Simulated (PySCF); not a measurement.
Cl2HOZr, neutral, multiplicity 2. Atoms are numbered in the order given.

```xyz
5

Zr     0.0000     0.0000     0.2499
Cl     0.0000     2.0646    -0.8920
Cl     0.0000    -2.0646    -0.8920
O      0.0000     0.0000     2.1514
H      0.0000     0.0000     3.1197
```
Charge 0, spin multiplicity 2.

Geometry: PBE-D3(BJ)/def2-SVP. The multiplicity is an assumed one; other spin states were not compared. The isomer is the one that the SMILES or the coordinates give; other isomers of the formula were not compared. The def2 effective core potentials stand for the cores of Zr; spin–orbit coupling is left out. The values are those of a single conformer.

Computed with PBE-D3(BJ)/def2-SVP in PySCF.

Frequencies are harmonic and unscaled.

**Question.** List the normal modes with their intensities. (Estimate from the structure and the level; the computed values follow.)

**Answer.** 
| mode | ν (cm⁻¹) | IR (km/mol) | moving atoms (share of kinetic energy) |
|---|---|---|---|
| 1 | 65 | 0.0 | Zr 44 %, O 24 %, Cl 23 %, H 9 % |
| 2 | 88 | 2.7 | Cl 75 %, Zr 20 % |
| 3 | 127 | 0.0 | O 64 %, Cl 22 % |
| 4 | 262 | 173.9 | H 90 %, O 10 % |
| 5 | 364 | 19.1 | Cl 85 %, Zr 12 % |
| 6 | 409 | 112.9 | H 84 %, O 15 % |
| 7 | 414 | 83.7 | Cl 59 %, Zr 40 % |
| 8 | 737 | 122.5 | O 78 %, Zr 17 % |
| 9 | 3845 | 328.5 | H 94 % |
